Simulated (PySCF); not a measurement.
SMILES C[CH][Se]C(C)C (C5H11Se), doublet (GFN2-xTB optimised geometry):

```
17

C     -0.847     1.884     0.936
C     -1.475     0.911     0.000
Se    -1.121    -0.904     0.000
C      0.898    -0.904     0.000
C      1.402    -0.150    -1.214
C      1.370    -2.346     0.031
H     -1.421     1.975     1.864
H     -0.824     2.872     0.474
H      0.170     1.600     1.193
H     -2.488     1.125    -0.311
H      1.195    -0.395     0.922
H      2.488    -0.071    -1.181
H      1.120    -0.671    -2.127
H      0.981     0.853    -1.247
H      2.457    -2.381     0.078
H      0.968    -2.866     0.900
H      1.045    -2.872    -0.865
```

Level of theory: unrestricted PBE0/def2-SVP (PySCF 2.14.0).

What are the frontier orbital energies (α orbitals alone; a β orbital can be the lowest empty one) and the dipole moment?

HOMO-2 -8.46 eV, HOMO-1 -7.28 eV, HOMO -4.90 eV, LUMO 0.80 eV, LUMO+1 1.85 eV; dipole moment 1.42 D.

On the same geometry unrestricted PBE/def2-SVP run with PySCF gives HOMO-2 -7.20 eV, HOMO-1 -5.95 eV, HOMO -3.62 eV, LUMO -0.15 eV, LUMO+1 0.97 eV; dipole moment 1.33 D.

Meta-Löwdin charges at PBE0/def2-SVP: C1 -0.30, C2 -0.28, Se3 0.13, C4 -0.10, C5 -0.30, C6 -0.30, H7 0.11, H8 0.11, H9 0.10, H10 0.11, H11 0.10, H12 0.10, H13 0.10, H14 0.11, H15 0.11, H16 0.11, H17 0.10.
